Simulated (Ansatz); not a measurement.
**AlBF2H3Sn+: where a starting geometry ends**

The starting geometry of this gas-phase singlet was optimised with GFN2-xTB.

```xyz
8

Al    0.2659    0.8734    1.4556
B    -0.8239   -0.2295   -0.0008
F     0.3739    1.5573    2.9408
F     1.8883    1.2691    0.7663
Sn    1.6628    0.2815   -1.4333
H    -0.8749    0.4636   -1.0377
H    -1.8899   -0.5342    0.4087
H    -0.1179   -1.2095   -0.3200
```

Q: Predict what becomes of its bonds when it is optimised with PBE0-D3(BJ)/def2-SVP.

A: New bonds form, giving a structure with F4 bridging Sn5 and Al1, H6 bridging B2 and Sn5, H8 bridging B2 and Sn5, given below by its coordinates. Contacts that close: B2–Sn5 (2.91 → 2.45 Å), F4–Sn5 (2.42 → 2.22 Å), Sn5–H6 (2.57 → 2.06 Å), Sn5–H8 (2.58 → 2.06 Å).

The energy falls by 1.24 eV over 15 steps:

```tsv
step	E − E(last) (eV)
1	1.244
3	0.088
4	0.041
6	0.010
7	0.008
9	0.005
10	0.002
12	0.000
13	0.000
15	0.000
```

Final geometry (Å):

```xyz
8

Al    0.2742    0.9195    1.5629
B    -0.7194   -0.1555    0.0669
F     0.3804    1.5971    3.0485
F     1.7309    1.1289    0.5364
Sn    1.2455    0.1042   -1.3711
H    -0.6931    0.6405   -0.9452
H    -1.8220   -0.6392    0.0775
H     0.0880   -1.1236   -0.1963
```

Frequencies at the end are all real (lowest 75 cm⁻¹). Atoms past krypton carry core potentials, without spin–orbit terms. Run with Ansatz 0.2.0, 79 s on 2 threads of Intel(R) Xeon(R) Platinum 8259CL CPU @ 2.50GHz (Skylake/Cascade Lake), on a shared host.
